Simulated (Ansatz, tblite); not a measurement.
Cost and result up the ladder for GeClH3 (GeH3Cl) (5 atoms). The state is a singlet with charge 0. Geometry: PBE-D4/def2-TZVP.

```xyz
5

Ge    0.1246   -0.0922    0.0465
Cl   -1.5484    1.1463   -0.5779
H     0.7595    0.5882    1.2775
H     1.1091   -0.1585   -1.1401
H    -0.4448   -1.4838    0.3940
```

Ansatz on 4 threads of Intel Xeon on a shared host; xTB runs through tblite on one thread. Times are rough, summed over both states, and most runs start from the orbitals of an earlier one. CCSD(T)/def2-TZVPP serves as the yardstick here, not as an exact answer. The other state is a doublet.

The xTB rows come from tblite. Correlated methods freeze 14 core orbitals; core or outer-core shells of Ge are correlated, in sets that lack core-valence functions. In CCSD on the charge 1 doublet the largest single amplitude is 0.18, so its Hartree–Fock determinant may place the open shell otherwise than the density functionals do.

Run but left out: PBE-D4/def2-TZVP (charge +1 doublet: an occupied level 0.04 eV above an empty one).

Correlated methods converge slowly with the basis.

Raw xTB energies of ions are shifted by several eV.

```json
{"level": "GFN2-xTB", "functions": "21", "wall time": "0.015 s", "vertical IE (eV)": "14.81", "difference from CCSD(T)/def2-TZVPP (eV)": "3.47"}
{"level": "GFN1-xTB", "functions": "24", "wall time": "0.022 s", "vertical IE (eV)": "15.61", "difference from CCSD(T)/def2-TZVPP (eV)": "4.27"}
{"level": "r2SCAN-D4/def2-TZVP", "functions": "103", "wall time": "18 s", "vertical IE (eV)": "11.07", "difference from CCSD(T)/def2-TZVPP (eV)": "-0.27"}
{"level": "CCSD(T)/def2-TZVPP", "functions": "132", "wall time": "85 s", "vertical IE (eV)": "11.35", "difference from CCSD(T)/def2-TZVPP (eV)": "0.00"}
```
